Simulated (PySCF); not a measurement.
C₃H₉ClSi, charge +1, doublet, geometry from GFN2-xTB (a state made from the parent by changing its charge; the spin is typed, not shown lowest). Base run: CCSD(T)/STO-3G in PySCF.

PySCF was given this input:
```python
from pyscf import gto, scf, cc

mol = gto.M(
    atom='''
C    -1.063886    1.456908   -1.066976
Si   -0.132996    0.048359   -0.223467
C     1.259517   -0.764009   -1.353533
C    -1.175983   -1.615979   -0.088415
Cl    0.653755    0.466388    1.572636
H    -1.466815    1.169119   -2.036468
H    -1.900205    1.805717   -0.461111
H    -0.421941    2.322834   -1.228993
H     1.745849   -1.583797   -0.836290
H     0.828339   -1.111830   -2.284807
H     1.973250    0.030659   -1.545273
H    -1.507892   -1.929075   -1.071254
H    -2.030014   -1.369737    0.534218
H    -0.590351   -2.401031    0.377247
''',
    basis='sto-3g',
    charge=1,
    spin=1,
    verbose=4,
)

mf = scf.UHF(mol)
mf.kernel()

mycc = cc.CCSD(mf)
mycc.kernel()
et = mycc.ccsd_t()
print('E(CCSD(T)) = %.10f' % (mycc.e_tot + et))
```

Variants of this job, named by their change:

```
change                ΔE vs base (mEh)  MP2 correlation (Eh)  CC correlation without the perturbative part (Eh)  basis functions  core-seconds (rough)
--------------------  ----------------  --------------------  -------------------------------------------------  ---------------  --------------------
base                             0.000              -0.20592                                           -0.27325               42                    20
cart = on                        0.000              -0.20592                                           -0.27325               42                    10
cc.conv_tol = 1e-5               0.000              -0.20592                                           -0.27325               42                    10
method = ccsd                    3.945              -0.20592                                           -0.27325               42                     9
cc.level_shift = 0.2             0.000              -0.20592                                           -0.27325               42                    10
method = cisd                   36.770                     -                                                  -               42                     4
cc.direct = True                 0.000              -0.20592                                           -0.27325               42                    30
method = mp2                    71.275              -0.20592                                                  -               42                   0.8
cc.conv_tol = 1e-9               0.000              -0.20592                                           -0.27325               42                    10
cc.diis_space = 3                0.000              -0.20592                                           -0.27325               42                    10
```

Open shells are given as the SCF converged; they aren't shown to be the lowest states, and a large step between rows can be another state.
